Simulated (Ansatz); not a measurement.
System: BNH2F, charge 0, doublet. BNH2F (SMILES [B](N)F, doublet).
B3LYP-D3(BJ)/def2-TZVP minimum from Ansatz (an electronic-structure program):
```
N
H 1 1.0044
H 1 1.0119 2 114.53
B 1 1.3859 2 122.64 3 180.00
F 4 1.3284 1 122.77 2 180.00
```
Charge 0, spin multiplicity 2.

Total energies in hartree (Ansatz). UHF or UKS for unpaired electrons; spin-orbit terms are left out. Correlated methods leave the cores frozen. No relativity. Where a partner has so few electrons that a lower coupled-cluster level is exact, that level stands in.

| species | HF/cc-pVTZ | CCSD(T)/cc-pVTZ | HF/cc-pVQZ | CCSD(T)/cc-pVQZ | CCSD(T)/cc-pVDZ | CCSDT(Q)/cc-pVDZ |
|---|---|---|---|---|---|---|
| 1: BNH2F (SMILES N[B]F, doublet) | -179.85295 | -180.42110 | -179.86759 | -180.47767 | -180.23243 | -180.23404 |
| 2: B (doublet) | -24.53207 | -24.59810 | -24.53297 | -24.60084 | -24.58941 | -24.58977 |
| 3: F (doublet) | -99.40552 | -99.62036 | -99.41377 | -99.65026 | -99.52757 | -99.52776 |
| 4: N (quartet) | -54.40069 | -54.51471 | -54.40372 | -54.52482 | -54.47850 | -54.47866 |
| 5: H (doublet) | -0.49981 | -0.49981 | -0.49995 | -0.49995 | -0.49928 | -0.49928 |

**Question.** Work out the atomisation energy (electronic, to ground-state atoms) in kJ/mol: take Hartree-Fock from cc-pVQZ, extrapolate the CCSD(T) correlation energy as X^-3 (X = 3, 4), and add CCSDT(Q) - CCSD(T) in cc-pVDZ. 1 hartree = 2625.5 kJ/mol.

**Answer.** 
Species 1: correlation (64·(-0.61008) - 27·(-0.56815))/37 = -0.64068; step -0.00161; E1 = -179.86759 + (-0.64068) + (-0.00161) = -180.50988
Species 2: correlation (64·(-0.06787) - 27·(-0.06603))/37 = -0.06921; step -0.00036; E2 = -24.53297 + (-0.06921) + (-0.00036) = -24.60254
Species 3: correlation (64·(-0.23649) - 27·(-0.21484))/37 = -0.25229; step -0.00019; E3 = -99.41377 + (-0.25229) + (-0.00019) = -99.66625
Species 4: correlation (64·(-0.12110) - 27·(-0.11402))/37 = -0.12627; step -0.00016; E4 = -54.40372 + (-0.12627) + (-0.00016) = -54.53015
Species 5: correlation (64·(0.00000) - 27·(0.00000))/37 = 0.00000; step +0.00000; E5 = -0.49995 + (0.00000) + (+0.00000) = -0.49995
-1·E1 +1·E2 +1·E3 +1·E4 +2·E5 = 0.71104 hartree = 1866.8 kJ/mol.
